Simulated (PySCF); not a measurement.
An excited-state job on `[BH2][GeH2][c]1cc(=O)c1=O`.

Computed with TDDFT CAM-B3LYP/def2-SVPD, vertical, gas phase, core orbitals frozen in the response (PySCF 2.14.0, density-fitted response routines). Geometry: GFN2-xTB. A driver script takes a list of jobs; this job's settings line and coordinates (Å) are shown.

Command:
```bash
OMP_NUM_THREADS=1 python probes_run.py task.json out
```

Input:
```
{"job": {"kind": "uv", "xc": "CAM-B3LYP", "basis": "def2-SVPD", "nstates": 8, "ntriplets": 3}, "charge": 0, "multiplicity": 1}
B     -2.567475     0.309069     0.741840
Ge    -1.328848    -0.349947    -0.692294
C      0.556142    -0.209990    -0.213491
C      1.545541    -0.947977     0.359038
C      2.546551     0.146056     0.322813
O      3.673781     0.304692     0.687624
C      1.439602     0.986777    -0.352699
O      1.296462     2.082442    -0.807353
H     -3.719805     0.281425     0.571755
H     -2.156054     0.718431     1.752090
H     -1.502142    -1.777910    -1.128736
H     -1.378379     0.418715    -1.976550
H      1.590236    -1.961296     0.718234
```

Output:
```
coarse grid: 56040 points
cycle   1  E = -2406.8180451876  dE =  9.478e-01  |g| = 1.166e+00  |ddm| = 6.671e+00
cycle   2  E = -2406.0419145394  dE =  7.761e-01  |g| = 2.372e+00  |ddm| = 3.966e+00
cycle   3  E = -2407.0926028758  dE = -1.051e+00  |g| = 1.662e-01  |ddm| = 2.917e+00
cycle   4  E = -2407.0959853313  dE = -3.382e-03  |g| = 9.375e-02  |ddm| = 4.250e-01
cycle   5  E = -2407.0973774709  dE = -1.392e-03  |g| = 1.344e-02  |ddm| = 1.569e-01
cycle   6  E = -2407.0974321671  dE = -5.470e-05  |g| = 6.674e-03  |ddm| = 4.604e-02
cycle   7  E = -2407.0974453690  dE = -1.320e-05  |g| = 2.708e-03  |ddm| = 2.000e-02
cycle   8  E = -2407.0974477544  dE = -2.385e-06  |g| = 9.622e-04  |ddm| = 8.016e-03
final grid: 118360 points
cycle   9  E = -2407.0974272014  dE =  2.185e-08  |g| = 1.237e-03  |ddm| = 5.033e-03
cycle  10  E = -2407.0974267371  dE =  4.643e-07  |g| = 1.991e-03  |ddm| = 4.374e-03
cycle  11  E = -2407.0974275545  dE = -8.174e-07  |g| = 1.643e-04  |ddm| = 2.543e-03
cycle  12  E = -2407.0974275603  dE = -5.818e-09  |g| = 6.487e-05  |ddm| = 2.733e-04
cycle  13  E = -2407.0974275615  dE = -1.192e-09  |g| = 2.582e-05  |ddm| = 1.632e-04
cycle  14  E = -2407.0974275618  dE = -3.174e-10  |g| = 8.967e-06  |ddm| = 1.168e-04
converged SCF energy = -2407.0974275618

Static polarisability (au): isotropic 94.305, principal 73.629 88.122 121.163

Singlet excitations
state   eV       nm        f      main configurations
  1   3.4675    357.6   0.00011   H->L+1 0.93
  2   3.6121    343.2   0.00008   H->L+2 0.92
  3   4.4171    280.7   0.00099   H-1->L 0.48, H-3->L 0.32, H->L 0.10
  4   4.6687    265.6   0.00192   H->L 0.82
  5   5.3778    230.5   0.00087   H-2->L+1 0.75, H-2->L+2 0.13
  6   5.5534    223.3   0.00035   H-5->L 0.27, H-2->L+2 0.26, H-2->L 0.17
  7   5.6190    220.7   0.00078   H-2->L+2 0.45, H-5->L 0.17, H-2->L+1 0.14
  8   6.0263    205.7   0.27650   H-1->L+1 0.75, H-1->L 0.09

Triplet excitations (Tamm-Dancoff, eV): 3.1029 3.1384 3.6712
```

The SCF starts on a coarse grid where the log names one; the energy can jump when the final grid takes over, and dE then counts from the start density on the new grid. H and L stand for HOMO and LUMO; the number after each pair is its weight.

**Question.** Which computed singlet has the largest oscillator strength, and what do all of them sum to?

**Answer.** State 8 at 6.03 eV (206 nm), f = 0.277; the 8 states sum to 0.282.

Main results: HOMO -8.69 eV, LUMO -1.99 eV; lowest singlet 3.47 eV; lowest triplet 3.10 eV (Tamm–Dancoff); mean polarisability 94.3 au.

 The CAM-B3LYP/def2-SVPD calculation is non-relativistic and has no spin–orbit coupling, an omission that weighs most on germanium.

On one thread, Arm Neoverse V1 (aarch64) (shared host), this took 67 s and 0.99 GiB of memory at its peak.

One conformer stands for the species.
Labels such as C1 count atoms from 1, the log's own numbers from 0.
